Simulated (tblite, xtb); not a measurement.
BCl3, charge +1, doublet, at a GFN2-xTB geometry (a state made from the parent by changing its charge; the spin is typed, not shown lowest). Base run: xtb 6.7.1 with GFN1-xTB.

Here is a job for xtb.
```
$ xtb mol.xyz --gfn 1 --chrg 1 --uhf 1 --json

# file mol.xyz
4

B      0.00336297     0.01139026     0.00718164
Cl     1.66375238    -0.23544451    -0.40830039
Cl    -0.64768487    -0.71520269     1.43499293
Cl    -1.01705661     0.94729713    -1.02880479
```

Programs used: tblite, xtb; a row that names a program was run with it.

Variants of this job, named by their change:

```json
[
 {"change": "base", "ΔE vs base (kcal/mol)": "0.000", "G_solv (kcal/mol)": "-", "SCF cycles": "8"},
 {"change": "etemp = 10000", "ΔE vs base (kcal/mol)": "-51.39", "G_solv (kcal/mol)": "-", "SCF cycles": "7"},
 {"change": "alpb = dmf", "ΔE vs base (kcal/mol)": "-46.65", "G_solv (kcal/mol)": "-46.67", "SCF cycles": "7"},
 {"change": "program = tblite; method = gfn1; option = (--etemp, 2000)", "ΔE vs base (kcal/mol)": "-5.97", "G_solv (kcal/mol)": "-", "SCF cycles": "-"},
 {"change": "gbsa = methanol", "ΔE vs base (kcal/mol)": "-53.20", "G_solv (kcal/mol)": "-53.35", "SCF cycles": "8"},
 {"change": "gbsa = toluene", "ΔE vs base (kcal/mol)": "-47.21", "G_solv (kcal/mol)": "-47.26", "SCF cycles": "7"},
 {"change": "alpb = dmso", "ΔE vs base (kcal/mol)": "-49.20", "G_solv (kcal/mol)": "-49.24", "SCF cycles": "7"},
 {"change": "program = tblite; method = gfn1; option = (--guess, eeq)", "ΔE vs base (kcal/mol)": "0.000", "G_solv (kcal/mol)": "-", "SCF cycles": "-"},
 {"change": "program = tblite; method = gfn1; option = (--efield, 0,0,0.1)", "ΔE vs base (kcal/mol)": "-0.154", "G_solv (kcal/mol)": "-", "SCF cycles": "-"},
 {"change": "program = tblite; method = gfn1; option = (--alpb, water)", "ΔE vs base (kcal/mol)": "-44.22", "G_solv (kcal/mol)": "-", "SCF cycles": "-"},
 {"change": "file = coord", "ΔE vs base (kcal/mol)": "0.000", "G_solv (kcal/mol)": "-", "SCF cycles": "8"},
 {"change": "alpb = cs2", "ΔE vs base (kcal/mol)": "-39.54", "G_solv (kcal/mol)": "-39.57", "SCF cycles": "7"},
 {"change": "etemp = 1000", "ΔE vs base (kcal/mol)": "-1.77", "G_solv (kcal/mol)": "-", "SCF cycles": "7"}
]
```

ALPB and GBSA are two models with their own fitted parameters for each solvent, which aren't always the measured dielectric constant.
